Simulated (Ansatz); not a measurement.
Born–Oppenheimer molecular dynamics of CH$_{5}$FGeO (9 atoms, charge 0, multiplicity 1). It starts from a relaxed structure.

Theory: Ansatz, RKS B3LYP-D4/def2-SVP.

```yaml
ensemble: NVT, Langevin thermostat
time_step: 0.25 fs
steps_asked: 300
set_temperature: 400 K
friction: 0.05 /fs
temperature_schedule: 75 steps to 400 K, then 225 steps to 100 K
seed: 959363
```

First frame:

```xyz
9
Properties=species:S:1:pos:R:3
Ge -0.267 0.060 0.004
O -0.237 0.117 1.778
H 0.240 -0.621 2.181
F 1.402 0.097 -0.534
H -0.929 1.373 -0.431
C -1.014 -1.596 -0.692
H -2.057 -1.710 -0.363
H -0.983 -1.588 -1.792
H -0.427 -2.454 -0.331
```

Task: How far do the bonds stretch over the last three quarters of this one trajectory? (Pairs bonded in most of those frames.)

Result: 
```tsv
bond	mean (Å)	spread (Å)	shortest	longest
Ge1–O2	1.790	0.013	1.76	1.81
Ge1–F4	1.753	0.042	1.68	1.81
Ge1–H5	1.540	0.020	1.49	1.57
Ge1–C6	1.967	0.026	1.92	2.00
O2–H3	0.967	0.013	0.93	0.99
C6–H7	1.105	0.019	1.07	1.15
C6–H8	1.105	0.035	1.05	1.17
C6–H9	1.102	0.026	1.05	1.15
```

Mean temperature of the second half: 229 K. The schedule's set-point averaged 200 K over the second half and the system 229 K. A run of 0.075 ps of so small a system gives no equilibrium averages.

The run took 11 min on 2 threads of Arm Neoverse V2, with other jobs on the host, peak memory 0.22 GiB.
